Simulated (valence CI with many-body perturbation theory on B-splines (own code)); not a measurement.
**F IV: calculation against measured levels**

Method: configuration interaction combined with many-body perturbation theory (CI+MBPT): four valence electrons over a frozen Dirac-Fock core [He], radial functions for each j: 11 s, 11 p, 9 d, 7 f, 5 g, 2 h, 1 i, with the one-electron correlation potential Σ1 (screened to all orders), the two-electron term Σ2, the three-electron term Σ3, Breit, model QED; selected single and double excitations, second order for the rest, scaled by the run's own slope (own B-spline code, finite nucleus).

Against 35 measured levels this calculation errs by 93 cm⁻¹ on average and by 255 at most. These come from a selection out of Moore, Atomic Energy Levels, vol. I, NSRDS-NBS 35 (1971 reprint of NBS Circular 467, 1949), an old analysis. Levels without a partner in it may be off by more. Among the levels kept, up to 350 cm⁻¹ of a level comes from second order outside the variational space, and about a tenth of that is noise between levels of different J, which matters for small intervals.

Measured levels: Moore, Atomic Energy Levels, vol. I, NSRDS-NBS 35 (1971 reprint of NBS Circular 467, 1949). Pairs share parity and J, and are chosen by configuration, term and nearness in energy; levels without a clear partner are left out. The analysis is old, and some levels have since been revised. Energies in cm⁻¹ above the measured ground level. The last column is blank where CI alone has no clear partner.

Names give the largest LS component (configuration and term), which can be under half, so a name can repeat, a term be missing and a line seem to break the LS rules; names also repeat where a configuration has a term twice.

```csv
Computed label,Label in the source,Measured,Computed,Difference,"CI alone, difference"
2s²2p² ³P_0,2s2 2p2 3P,0,0.0,0,0
2s²2p² ³P_1,2s2 2p2 3P,225.2,226.8,+2,+20
2s²2p² ³P_2,2s2 2p2 3P,613.4,613.6,0,+99
2s²2p² ¹D_2,2s2 2p2 1D,25241,25325.1,+84,+112
2s²2p² ¹S_0,2s2 2p2 1S,53544,53702.2,+158,-87
2s2p³ ³D°_3,2s 2p3 3D°,147841.8,147886.4,+45,+1127
2s2p³ ³D°_2,2s 2p3 3D°,147888.9,147934.9,+46,+1072
2s2p³ ³D°_1,2s 2p3 3D°,147901.6,147948.8,+47,+1059
2s2p³ ³P°_2,2s 2p3 3P°,175237,175346.9,+110,+1048
2s2p³ ³P°_1,2s 2p3 3P°,175242,175351.3,+109,+1037
2s2p³ ¹P°_1,2s 2p3 1P°,257390,257644.9,+255,+2188
2p⁴ ³P_2,2p4 3P,348327,348439.9,+113,+3063
2p⁴ ³P_1,2p4 3P,348770,348877.3,+107,+3060
2p⁴ ³P_0,2p4 3P,348963,349072.6,+110,+3084
2s²2p3s ³P°_1,2s2 2p(2P°) 3s 3P°,416639.8,416552.3,-88,-857
2s²2p3s ³P°_2,2s2 2p(2P°) 3s 3P°,417143.4,417052.9,-91,-805
2s²2p3s ¹P°_1,2s2 2p(2P°) 3s 1P°,423606.4,423531.2,-75,-691
2s²2p3p ³D_2,2s2 2p(2P°) 3p 3D,452081.1,452001.6,-79,-685
2s²2p3p ³D_3,2s2 2p(2P°) 3p 3D,452517.1,452433.5,-84,-643
2s²2p3p ³P_0,2s2 2p(2P°) 3p 3P,460215.2,460097.7,-118,-683
2s²2p3p ³P_1,2s2 2p(2P°) 3p 3P,460385.8,460270.5,-115,-660
2s²2p3d ³F°_2,2s2 2p(2P°) 3d 3F°,492395.1,492341.1,-54,-850
2s²2p3d ³F°_3,2s2 2p(2P°) 3d 3F°,492858.8,492811.4,-47,-835
2s²2p3d ³F°_4,2s2 2p(2P°) 3d 3F°,493206.2,493153.9,-52,-800
2s²2p3d ³D°_2,2s2 2p(2P°) 3d 3D°,497575.6,497508.4,-67,-787
2s²2p3d ³D°_3,2s2 2p(2P°) 3d 3D°,497729.1,497659.4,-70,-767
2s²2p3d ³P°_2,2s2 2p(2P°) 3d 3P°,500390.1,500328.6,-61,-794
2s²2p3d ³P°_1,2s2 2p(2P°) 3d 3P°,500602.1,500538.0,-64,-782
2s2p²3p ³D°_1,2s 2p2(4P) 3p 3D°,550918,550786.2,-132,+53
2s2p²3p ³D°_2,2s 2p2(4P) 3p 3D°,551098,550969.3,-129,+87
2s2p²3p ³D°_3,2s 2p2(4P) 3p 3D°,551366,551235.9,-130,+151
2s2p²3p ³P°_1,2s 2p2(4P) 3p 3P°,556051,555909.5,-142,-306
2s2p²3p ³P°_2,2s 2p2(4P) 3p 3P°,556316,556173.9,-142,-218
2s²2p4s ³P°_0,2s2 2p(2P°) 4s 3P°,559747,559641.1,-106,-477
2s²2p4s ³P°_1,2s2 2p(2P°) 4s 3P°,559881,559761.0,-120,-506
2s²2p4s ¹P°_1,2s2 2p(2P°) 4s 1P°,561267,561148.7,-118,-783
```

Over 35 excited levels the mean absolute difference is 93 cm⁻¹, the median 91 and the largest 255. For the 35 levels that pair on every rung the mean is CI alone 865, + Σ1 540, + Σ2 276, + Σ3 105, + Breit 112, + QED 93. The comparison draws on a selection of the measured levels: 36 of the 72 computed ones have a partner in it, and others may be off by more.
